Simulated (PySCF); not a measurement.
Structure from 2D NMR

Compound of formula C5H10O2Si. Correlations simulated from computed shifts and the bond graph:

HSQC (one-bond C–H):
```csv
δH,δC
11.93,250.6
3.62,51.3
1.96,8.9
0.43,8.9
0.34,6.3
0.32,-5.1
0.32,6.3
```

COSY cross peaks (H two or three bonds apart, from the bond graph; peaks can be absent where the dihedral angle is near 90°):
```csv
δH,δH
11.93,4.99
4.99,0.32
3.62,1.96
3.62,0.43
3.62,0.34
3.62,0.32
1.96,0.43
1.96,0.34
1.96,0.32
0.43,0.34
0.43,0.32
0.34,0.32
```

HMBC (two and three bonds, from the bond graph):
```csv
δH,δC
11.93,-5.1
4.99,"250.6, 51.3, -5.1"
3.62,"8.9, 6.3"
1.96,"51.3, 6.3"
0.43,"51.3, 6.3"
0.34,"51.3, 8.9"
0.32,250.6
0.32,"51.3, 8.9"
```

Theory: GFN2-xTB geometry, shielding tensors at PBE0/pcSseg-1 (GIAO), in PySCF (gas phase, relativity neglected, one averaged value for each set of equivalent atoms, a single conformation).

Scale: 1H, 13C against TMS (reference shieldings calculated alike).

Exchangeable hydrogens are left out of these lists.

Q: Which molecule is this?

A: SMILES C[Si@@H](C=O)OC1CC1.

Mapped SMILES: `[CH3:1][Si@@H:2]([CH:3]=[O:4])[O:5][CH:6]1[CH2:7][CH2:8]1`; H(Xn) means a hydrogen on atom n. Ha(C7), Ha(C8) are cis to O5 on the ring; Hb(C7), Hb(C8) are trans to O5 on the ring.

- δC 250.6 is C3, a carbonyl carbon (δH 11.93).
- δC 51.3 is C6, a three-membered-ring carbon (δH 3.62).
- δC 8.9 is C7, a three-membered-ring carbon (δH 1.96, 0.43).
- δC 6.3 is C8, a three-membered-ring carbon (δH 0.32, 0.34).
- δC -5.1 is C1, a methyl carbon bonded to Si (δH 0.32).
- COSY links 11.93–4.99, 4.99–0.32, 3.62–1.96, 3.62–0.43, 3.62–0.34, 3.62–0.32.

This is the structure that produced the data.

Shifts are as computed. Against solution values, carbons near 30 ppm lie about +3 ppm off and those near 130 ppm about +5 ppm. Of 1309 compounds with measured shifts, 239 miss one by over three times the rms of a fit or turn the order of signals round; such compounds aren't used in these exercises.
